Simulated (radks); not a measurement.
Results of a calculation; reference values are marked as such.
Ionisation of the silicon ion Si+, [Ne] 3s2 3p1, to [Ne] 3s2 as the strength of local exchange is varied. Level of theory: scalar-relativistic Kohn-Sham, Slater X-alpha exchange (alpha = 2/3 is LDA exchange), no correlation, spin-polarised, spherical densities, point nucleus; open shells are filled with parallel spins first (a radial shooting solver on a logarithmic mesh with Libxc functionals).

| alpha | E(Si+) (hartree) | exchange (hartree) | IE (eV) | -e of the level emptied (eV) | <r> of it (bohr) |
|---|---|---|---|---|---|
| 0.662 | -287.40778 | -18.20512 | 15.234 | 11.147 (3p) | 2.484 |
| 0.667 | -287.54533 | -18.34967 | 15.284 | 11.196 (3p) | 2.480 |
| 0.752 | -289.89176 | -20.82308 | 16.157 | 12.045 (3p) | 2.417 |
| 0.813 | -291.58508 | -22.61688 | 16.799 | 12.672 (3p) | 2.374 |
| 0.891 | -293.76175 | -24.93342 | 17.639 | 13.496 (3p) | 2.322 |
| 0.966 | -295.86681 | -27.18500 | 18.466 | 14.311 (3p) | 2.275 |
| 1.04 | -297.95543 | -29.42975 | 19.301 | 15.138 (3p) | 2.231 |

NIST Atomic Spectra Database: 16.346 eV (measured). The Delta-SCF value meets it near alpha = 0.77. Open shells are spherical and high-spin; term and fine-structure splittings are not resolved.
